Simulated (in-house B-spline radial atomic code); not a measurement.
## Pb IV (Pb3+): [He] 2s2 (2p1/2)2 (2p3/2)3 3s2 3p6 3d10 4s2 4p6 4d10 4f14 5s2 5p6 5d10 6s2 (with a hole in an inner shell)

All numbers are computed (Dirac-Hartree-Fock, average of the jj configuration; Fermi nucleus of rms radius 5.5012 fm) with an all-electron radial atomic-structure program (B-spline basis), not measured.

Effective charges: Z_r = [3n² - l(l+1)]/(2<r>) from the radius, Z_e = n√(-2ε) from the energy, and Slater's rules. Values are occupation-weighted means over j. An effective charge above Z reflects the relativistic contraction of the inner shells.

```csv
shell,electrons,ε (eV),<r> (bohr),Z_r,Z_e,Slater
1s,2,-88991,0.01605,93.47,80.87,81.70
2s,2,-16240,0.06665,90.02,69.10,78.20
2p,5,-14303,0.06014,83.14,64.85,78.20
3s,2,-4030.4,0.1724,78.32,51.63,71.60
3p,6,-3402.8,0.1733,72.11,47.44,71.60
3d,10,-2698.4,0.1579,66.49,42.25,61.85
4s,2,-985.86,0.3798,63.19,34.05,55.25
4p,6,-772.45,0.4021,57.20,30.14,55.25
4d,10,-504.09,0.4218,49.79,24.35,43.85
4f,14,-209.57,0.4385,41.05,15.70,32.45
5s,2,-207.08,0.8474,44.25,19.51,25.35
5p,6,-143.56,0.9563,38.17,16.24,25.35
5d,10,-63.932,1.21,28.52,10.84,11.85
6s,2,-42.529,2.076,26.02,10.61,7.35
```

The least bound orbital is 6s1/2 at -42.53 eV, and it is also the most diffuse (<r> = 2.076 bohr). The part-filled 2p shell lies below the filled 6s shell in orbital energy.

For the 1s electron the small component carries 9.79 % of the norm, the zero-frequency Breit interaction raises the level by 337.2 eV, self-energy by 223 eV, and vacuum polarisation lowers it by 47.59 eV.
